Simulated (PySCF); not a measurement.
## CsLi: everyday levels beside a composite calculation

PySCF; the state is a singlet (closed shell). The composite is CCSD(T) extrapolated to the basis-set limit from two correlation-consistent sets, with core-valence (CV) and scalar-relativistic (SR) terms as its label shows; it has no spin–orbit coupling and nothing beyond (T). Here it is CCSD(T)/CBS(DT)+CV. It gives Re = 3.682 Å, ωe = 184 cm⁻¹ and De = 0.72 eV to Cs + Li.

| level | basis | relativity | Re (Å) | ωe (cm⁻¹) | De (eV) |
| --- | --- | --- | --- | --- | --- |
| RHF-MP2 | def2-TZVP | scalar-relativistic core potentials | 3.754 | 177 | 0.35 |
| RHF-CCSD | def2-SVPD | scalar-relativistic core potentials | 3.790 | 173 | 0.59 |
| RHF-CCSD | def2-TZVP | scalar-relativistic core potentials | 3.775 | 173 | 0.57 |
| RHF-CCSD(T) | def2-SVPD | scalar-relativistic core potentials | 3.789 | 171 | 0.61 |
| PBE | def2-SVP | scalar-relativistic core potentials | 3.778 | 169 | 0.65 |
| TPSS | def2-TZVP | scalar-relativistic core potentials | 3.803 | 169 | 0.78 |
| r²SCAN | def2-SVP | scalar-relativistic core potentials | 3.845 | 168 | 0.52 |
| PBE0 | def2-SVPD | scalar-relativistic core potentials | 3.788 | 174 | 0.60 |
| M06 | def2-SVP | scalar-relativistic core potentials | 3.808 | 170 | 0.78 |
| M06-2X | def2-TZVP | scalar-relativistic core potentials | 3.646 | 186 | 0.75 |

Question: Give the difference of each row from the composite.

Answer: 

```csv
level,basis,ΔRe (pm),Δωe (%),ΔDe (eV)
RHF-MP2,def2-TZVP,+7.2,-3.8,-0.37
RHF-CCSD,def2-SVPD,+10.8,-6.0,-0.13
RHF-CCSD,def2-TZVP,+9.3,-6.0,-0.15
RHF-CCSD(T),def2-SVPD,+10.7,-7.1,-0.11
PBE,def2-SVP,+9.6,-8.2,-0.07
TPSS,def2-TZVP,+12.1,-8.2,+0.06
r²SCAN,def2-SVP,+16.3,-8.7,-0.20
PBE0,def2-SVPD,+10.6,-5.4,-0.12
M06,def2-SVP,+12.6,-7.6,+0.06
M06-2X,def2-TZVP,-3.6,+1.1,+0.03
```

Question: Which rows come closest in De?

Answer: M06-2X in def2-TZVP (+0.03 eV), counted from the composite.

Correlated steps freeze the inner cores (0 to 24 orbitals); shallow outer-core shells are correlated. Closed-shell solutions of metal pairs were not tested for spin polarisation, which can lower them a little. Correlated levels converge slowly with the basis: in double zeta they bind strong bonds too weakly, by up to about 1 eV, and carry superposition errors of some tenths. Spin–orbit coupling is left out. Where the molecule has an RHF reference, its open-shell atoms are computed with UHF.
